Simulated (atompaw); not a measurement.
# Reading a pseudo-wave (Tl (Z = 81))

Columns: radius, all-electron u(r) and pseudo u(r) of the 6p shell (level -2.58 eV) of thallium in the configuration [Kr] 4d10 4f14 5s2 5p6 5d10 6s1.75 6p1.25; PBEsol, scalar-relativistic, PAW (atompaw) scheme, atompaw 4.2.0.5.

```json
{"r (bohr)": "0.058", "all-electron": "0.0347", "pseudo": "-0.0030"}
{"r (bohr)": "0.115", "all-electron": "-0.0939", "pseudo": "-0.0116"}
{"r (bohr)": "0.173", "all-electron": "-0.0560", "pseudo": "-0.0256"}
{"r (bohr)": "0.231", "all-electron": "0.0562", "pseudo": "-0.0442"}
{"r (bohr)": "0.288", "all-electron": "0.1309", "pseudo": "-0.0660"}
{"r (bohr)": "0.346", "all-electron": "0.1408", "pseudo": "-0.0904"}
{"r (bohr)": "0.404", "all-electron": "0.0981", "pseudo": "-0.1159"}
{"r (bohr)": "0.462", "all-electron": "0.0278", "pseudo": "-0.1408"}
{"r (bohr)": "0.519", "all-electron": "-0.0477", "pseudo": "-0.1635"}
{"r (bohr)": "0.577", "all-electron": "-0.1172", "pseudo": "-0.1833"}
{"r (bohr)": "0.635", "all-electron": "-0.1720", "pseudo": "-0.1985"}
{"r (bohr)": "0.692", "all-electron": "-0.2086", "pseudo": "-0.2079"}
{"r (bohr)": "0.750", "all-electron": "-0.2285", "pseudo": "-0.2111"}
{"r (bohr)": "0.808", "all-electron": "-0.2322", "pseudo": "-0.2073"}
{"r (bohr)": "0.865", "all-electron": "-0.2226", "pseudo": "-0.1966"}
{"r (bohr)": "0.923", "all-electron": "-0.2017", "pseudo": "-0.1787"}
{"r (bohr)": "0.981", "all-electron": "-0.1724", "pseudo": "-0.1543"}
{"r (bohr)": "1.038", "all-electron": "-0.1374", "pseudo": "-0.1245"}
{"r (bohr)": "1.096", "all-electron": "-0.0976", "pseudo": "-0.0894"}
{"r (bohr)": "1.154", "all-electron": "-0.0552", "pseudo": "-0.0506"}
{"r (bohr)": "1.212", "all-electron": "-0.0114", "pseudo": "-0.0092"}
{"r (bohr)": "1.269", "all-electron": "0.0318", "pseudo": "0.0327"}
{"r (bohr)": "1.327", "all-electron": "0.0753", "pseudo": "0.0755"}
{"r (bohr)": "1.385", "all-electron": "0.1176", "pseudo": "0.1176"}
{"r (bohr)": "1.442", "all-electron": "0.1576", "pseudo": "0.1576"}
{"r (bohr)": "1.500", "all-electron": "0.1964", "pseudo": "0.1964"}
```

**Question.** How many radial nodes do the two functions have?

**Answer.** The all-electron 6p function has n − l − 1 = 4; the pseudo-wave has 1, since 1 lower shell of the same l stays in the valence.

**Question.** Is the pseudo-wave norm-conserving?

**Answer.** No, it belongs to a PAW set: the norm inside the radius is not constrained, and the difference is carried by the augmentation charge.
